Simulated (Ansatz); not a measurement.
`[SiH3][Sb]([SiH3])[Cl]` + ethanol → `CC[O][Sb]([SiH3])[Cl]` + SiH₄ at 600 K and 1 bar (cleavage of the Sb–Si bond).

Computed with Ansatz on PBE0-D4/def2-TZVP structures; ΔE is electronic, products minus reactants. CCSD(T)/CBS adds triple-zeta CCSD(T) − MP2 to the extrapolated MP2 energy (def2 sets, frozen cores). This one scheme is used for every species. Elements past krypton have def2 core potentials. For Sb outer-core shells are correlated without core-valence functions, which leaves a few kJ/mol of doubt a bond. Each species was taken in one conformer, which may not be the lowest.

```tsv
species	CCSD(T)/CBS energy (Eh)	H − E (kJ/mol)	S (J/(mol·K))
`[SiH3][Sb]([SiH3])[Cl]`	-1281.59882	204.6	512.0
`CCO`	-154.88256	250.6	328.9
`CC[O][Sb]([SiH3])[Cl]`	-1145.01224	337.1	570.6
SiH₄	-291.46306	108.7	242.3
```

H − E and S are ideal-gas, rigid-rotor, harmonic terms from PBE0-D4/def2-TZVP, for one conformer and one mirror image of each species. 1 Eh = 2625.50 kJ/mol, R = 8.31446 J/(mol·K).

Problem. By hand: ΔE, ΔH, ΔS and ΔG.

Solution. ΔE = (-1145.01224) + (-291.46306) − (-1281.59882) − (-154.88256) = 0.00608 Eh = 16.0 kJ/mol. Δ(H − E) = 337.1 + 108.7 − 204.6 − 250.6 = -9.4, so ΔH = 6.6 kJ/mol. ΔS = 570.6 + 242.3 − 512.0 − 328.9 = -28.0 J/(mol·K). ΔG = 6.6 − 600 × (-28.0)/1000 = 23.4 kJ/mol.

Problem. By hand: the equilibrium constant, and the temperature at which ΔG would vanish if ΔH and ΔS stayed fixed.

Solution. log₁₀ K = −ΔG/(RT ln 10) = -2.0. ΔH and −TΔS have one sign here, so there is no such temperature.

TΔS isn't small against ΔH here. A doubt of 5 kJ/mol in ΔE shifts log₁₀ K by 0.4 here. Other conformers and mirror images would add mixing entropy, several J/(mol·K) or more a flexible species. Modes under 60 cm⁻¹, often nearly free rotors, make the harmonic entropy too high. These are equilibria of isolated gas molecules and say nothing of rates. Largest T1 diagnostic: 0.014 (customary marks: 0.02 for closed shells, 0.045 for open ones).
